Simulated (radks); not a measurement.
Eu, 63 electrons, occupied as [Xe] 4f7 6s2. Method: Dirac Kohn-Sham, LDA (Slater exchange, Perdew-Wang correlation), spin-unpolarised, spherical densities, point nucleus; open shells are shared between the two j in proportion to 2j + 1; speed of light set to 171.295 atomic units (1.25 times the physical value, a model run); computed with a radial shooting solver on a logarithmic mesh with Libxc functionals.

Normalised radial functions P(r) = r R(r) (large component), r in bohr:

r,5s1/2,5p3/2
0.003757,0.1002,0.0065
0.005132,0.1211,0.0115
0.007011,0.1403,0.0199
0.009579,0.1523,0.0339
0.01298,0.1489,0.0551
0.01774,0.1187,0.0870
0.02423,0.0512,0.1293
0.0331,-0.0541,0.1755
0.04522,-0.1733,0.2070
0.06178,-0.2457,0.1904
0.08372,-0.1923,0.0931
0.1144,0.0245,-0.0899
0.1563,0.2895,-0.2680
0.2135,0.3322,-0.2692
0.2916,-0.0123,0.0055
0.3984,-0.4586,0.3676
0.54,-0.4408,0.4163
0.7377,0.1740,-0.0112
1.008,0.8322,-0.5996
1.377,0.9716,-0.8883
1.881,0.6405,-0.7490
2.549,0.2643,-0.4217
3.483,0.0625,-0.1539
4.758,0.0077,-0.0343
6.5,0.0004,-0.0040
8.88,0.0000,-0.0002
12.13,0.0000,0.0000

5s1/2: eigenvalue -42.517 eV, 4 radial nodes at r = 0.0285, 0.111, 0.289, 0.686 bohr, <r> = 1.42 bohr, 90 % of the charge inside 2.05 bohr. 5p3/2: eigenvalue -22.894 eV, 3 radial nodes at r = 0.0994, 0.290, 0.733 bohr, <r> = 1.67 bohr, 90 % of the charge inside 2.46 bohr.
